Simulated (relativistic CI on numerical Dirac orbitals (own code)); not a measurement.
A reference radial Dirac CI calculation of As I gave the lowest total energy -2257.72574 Ha in 11 SCF steps, from this input:

```
atom As  Z=33  charge=0  electrons=33
nucleus A=75  rms_radius_fm=4.0968
hamiltonian dirac-coulomb  breit=on  qed=on  c_scale=1
orbitals kli  potential=per-configuration
slater_scale 1
correlation none
mixing on
grid step=0.0125 r_max=149
scf mixing=0.4 start=green max_iterations=150 tolerance=2e-08 node_fill=0.05
configurations
  [Ar] 3d10 4s2 4p3
end
```

One setting was then changed, and the output read:

```
SCF 1: [Ar] 3d10 4s2 4p3
 iter      energy (Ha)   residual   last orbital (Ha)
    1     -2255.770825   1.32e+00     -0.45002
    2     -2259.321227   2.63e-01     -0.28412
    3     -2259.401388   9.26e-02     -0.28338
    4     -2259.423289   4.10e-02     -0.31641
    5     -2259.419458   1.23e-02     -0.31255
    6     -2259.416913   2.73e-03     -0.31093
    7     -2259.417127   1.45e-03     -0.31135
    8     -2259.417462   8.54e-05     -0.31154
    9     -2259.417450   2.77e-06     -0.31150
   10     -2259.417450   1.64e-06     -0.31150
   11     -2259.417450   9.02e-09     -0.31150
orbital energies (Ha): 3s -7.1537  3p1/2 -5.1853  3p3/2 -5.0030  3d3/2 -1.6429  3d5/2 -1.6167  4s -0.6450  4p1/2 -0.3206  4p3/2 -0.3115
configuration averages (Ha): Dirac-Coulomb, Breit, QED
  4p3                          -2259.417450    1.053122    0.709174
levels: no., configuration, term, J, E (cm-1), weight
   1 4p3                    4S*  3/2              0.0  1.00
   2 4p3                    2D*  3/2          13831.4  0.98
   3 4p3                    2D*  5/2          14104.4  1.00
   4 4p3                    2P*  1/2          23367.1  1.00
   5 4p3                    2P*  3/2          23811.5  0.97
lowest total energy -2257.719383 Ha
end: converged
```

(1) Which setting was changed?
A. charge
B. start potential
C. node fill of the KLI weights
D. speed of light

Answers

(1) C. The node fill of the KLI weights 0.2.
